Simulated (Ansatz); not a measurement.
C4H12ClN2Y, SMILES `C[N](C)[Y]([Cl])[N](C)C` at its PBE0-D4/def2-TZVP geometry, where that method's forces vanish. Total charge 0; spin multiplicity 1. Y: def2 effective core potential.

```json
{"atom": "C1", "x (Å)": "-0.660", "y (Å)": "-2.004", "z (Å)": "1.285"}
{"atom": "N2", "x (Å)": "-1.259", "y (Å)": "-1.330", "z (Å)": "0.164"}
{"atom": "C3", "x (Å)": "-2.476", "y (Å)": "-1.983", "z (Å)": "-0.256"}
{"atom": "Y4", "x (Å)": "-0.626", "y (Å)": "0.403", "z (Å)": "-0.896"}
{"atom": "Cl5", "x (Å)": "-1.973", "y (Å)": "1.274", "z (Å)": "-2.817"}
{"atom": "N6", "x (Å)": "1.163", "y (Å)": "1.390", "z (Å)": "-0.302"}
{"atom": "C7", "x (Å)": "2.091", "y (Å)": "1.083", "z (Å)": "0.754"}
{"atom": "C8", "x (Å)": "1.570", "y (Å)": "2.566", "z (Å)": "-1.035"}
{"atom": "H9", "x (Å)": "-1.330", "y (Å)": "-2.032", "z (Å)": "2.159"}
{"atom": "H10", "x (Å)": "0.262", "y (Å)": "-1.505", "z (Å)": "1.600"}
{"atom": "H11", "x (Å)": "-0.401", "y (Å)": "-3.049", "z (Å)": "1.051"}
{"atom": "H12", "x (Å)": "-2.304", "y (Å)": "-3.026", "z (Å)": "-0.566"}
{"atom": "H13", "x (Å)": "-3.233", "y (Å)": "-2.008", "z (Å)": "0.544"}
{"atom": "H14", "x (Å)": "-2.929", "y (Å)": "-1.465", "z (Å)": "-1.111"}
{"atom": "H15", "x (Å)": "1.779", "y (Å)": "0.191", "z (Å)": "1.307"}
{"atom": "H16", "x (Å)": "2.176", "y (Å)": "1.905", "z (Å)": "1.483"}
{"atom": "H17", "x (Å)": "3.106", "y (Å)": "0.891", "z (Å)": "0.372"}
{"atom": "H18", "x (Å)": "2.558", "y (Å)": "2.443", "z (Å)": "-1.504"}
{"atom": "H19", "x (Å)": "1.628", "y (Å)": "3.458", "z (Å)": "-0.392"}
{"atom": "H20", "x (Å)": "0.859", "y (Å)": "2.797", "z (Å)": "-1.840"}
```

Task: For each bond, give half the difference of the two atoms' forces along it (eV/Å; positive pushes the atoms apart) under PBE-D4, r2SCAN-D4, B3LYP-D4, ωB97M-V in def2-TZVPP. (Best estimate.)

Result: Computed: 
```tsv
bond	length (Å)	PBE-D4	r2SCAN-D4	B3LYP-D4	ωB97M-V
C1–H9	1.102	0.11	-0.03	-0.07	-0.12
C1–H11	1.102	0.11	-0.03	-0.07	-0.12
N2–C3	1.444	0.11	0.16	0.19	0.24
N2–Y4	2.128	-0.07	-0.05	-0.02	-0.09
C3–H12	1.101	0.11	-0.03	-0.08	-0.12
C3–H14	1.098	0.06	-0.05	-0.11	-0.07
Y4–Cl5	2.502	-0.01	0.02	0.07	0.05
Y4–N6	2.128	-0.07	-0.05	-0.02	-0.09
N6–C7	1.439	0.10	0.14	0.17	0.23
C7–H15	1.095	0.08	-0.05	-0.11	-0.08
C8–H18	1.101	0.11	-0.03	-0.08	-0.12
C8–H19	1.101	0.11	-0.03	-0.08	-0.12
C8–H20	1.098	0.06	-0.05	-0.11	-0.07
```

B3LYP here is the variant with VWN-RPA as its local correlation; programs differ in this.
